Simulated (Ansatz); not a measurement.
CH$_{8}$B$_{2}$N$_{2}$, SMILES `BNB(C)N`, relaxed with RKS PBE0-D4/def2-TZVP in the Gaussian-basis code of Ansatz from a PBE-D4/def2-SVP geometry. The force threshold is 0.005 eV/Å; the program also tests the step.

Charge 0, multiplicity 1.

Start:

```xyz
13

B    -1.873   -1.140   -0.330
N    -0.488   -0.898   -0.372
B     0.282    0.268    0.098
C     1.855    0.272   -0.104
N    -0.390    1.340    0.713
H    -2.326   -2.179   -0.777
H    -2.621   -0.304    0.155
H     0.083   -1.636   -0.794
H     2.116    0.147   -1.177
H     2.350    1.196    0.255
H     2.321   -0.585    0.429
H     0.092    2.169    1.051
H    -1.401    1.349    0.852
```

(1) By how much does the energy fall, and how many steps does the optimiser take? (Estimate.)

(2) Which bonds change most? (Best estimate.)

(3) Give the relaxed structure. (Best estimate.)

Answers

(1) Ansatz gave: 0.05 eV, in 4 steps.

(2) The calculation gave: B1–H7 from 1.222 to 1.200 Å; B1–H6 from 1.218 to 1.198 Å; C4–H11 from 1.112 to 1.095 Å; C4–H9 from 1.112 to 1.095 Å.

(3) Ansatz gave: 
```xyz
13

B    -1.859   -1.132   -0.322
N    -0.483   -0.897   -0.375
B     0.276    0.260    0.093
C     1.840    0.270   -0.100
N    -0.389    1.330    0.699
H    -2.309   -2.152   -0.762
H    -2.588   -0.313    0.165
H     0.078   -1.622   -0.798
H     2.103    0.162   -1.157
H     2.321    1.179    0.268
H     2.299   -0.579    0.419
H     0.095    2.142    1.033
H    -1.385    1.352    0.837
```
